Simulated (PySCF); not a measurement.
## GaI⁺ at LDA

Computed with LDA; basis Ga def2-SVP, I def2-SVP with ECP28; scalar-relativistic core potentials; PySCF 2.14.

* state: ²Σ⁺ (doublet), unpaired electrons σ ↑
* bond length: 2.447 Å
* harmonic wavenumber: 236 cm⁻¹
* force constant: 1.47 mdyn/Å
* rotational constant Be: 0.06303 cm⁻¹
* anharmonicity ωexe: 1.23 cm⁻¹
* vibration–rotation constant αe: 0.000327 cm⁻¹
* well depth De to Ga⁺ + I: 28.3 kcal/mol
* dissociation energy D0: 28.0 kcal/mol
* bond order (Mayer): 1.47
* dipole moment (positive dipole points towards I; it is taken about the centre of mass and depends on that origin): -4.27 D

These are scalar-relativistic numbers at best; spin–orbit coupling would shift them, the dissociation energy most. For an ion De counts to the pair picked by the measured ionisation energies or electron affinities, which need not be the lowest pair at this level. The state is the lowest determinant that a PBE0 search found; another state may lie lower at other levels.
